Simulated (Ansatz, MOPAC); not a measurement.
Potential energy curve for GeAl (cation, charge +1), lowest triplet found (which spin is the ground state isn't settled by this scan).

- UCCSDT = CCSDT on UHF/aug-cc-pVDZ, cores with 3d frozen in Ansatz (an electronic-structure program)
- AM1, unrestricted, heats of formation (MOPAC)
- FCI = full CI/aug-cc-pVDZ, cores with 3d frozen run with Ansatz

Energies are in eV, each relative to the lowest point of its own curve between 2.51 and 3.53 Å, where full CI is lowest.

```tsv
R / Å	UCCSDT	AM1	FCI
2.51	0.284	0.078	0.282
2.59	0.166	0.021	0.165
2.71	0.059	0.000	0.058
2.89	0.000	…	0.000
3.04	0.006	…	0.006
3.28	0.067	0.294	0.068
3.53	0.158	…	0.160
3.85	0.282	…	0.284
4.22	0.412	…	0.416
4.77	0.564	…	0.568
5.29	0.658	1.105	0.662
5.97	0.727	1.180	0.732
6.95	0.772	1.247	0.777
8.17	0.795	—	0.800
```

Q: Complete the blanks.

A: 
- 2.89, AM1: 0.050
- 3.04, AM1: 0.132
- 3.53, AM1: 0.469
- 3.85, AM1: 0.667
- 4.22, AM1: 0.842
- 4.77, AM1: 1.011

A dash means that the run gave no value there, or that the column was ended at a point which the program doubted or which failed a test of continuity chosen for this set; such a test can also cut sound points.

The scan ran from 1.72 to 8.17 Å; beyond the distances shown full CI changes its symmetry label.
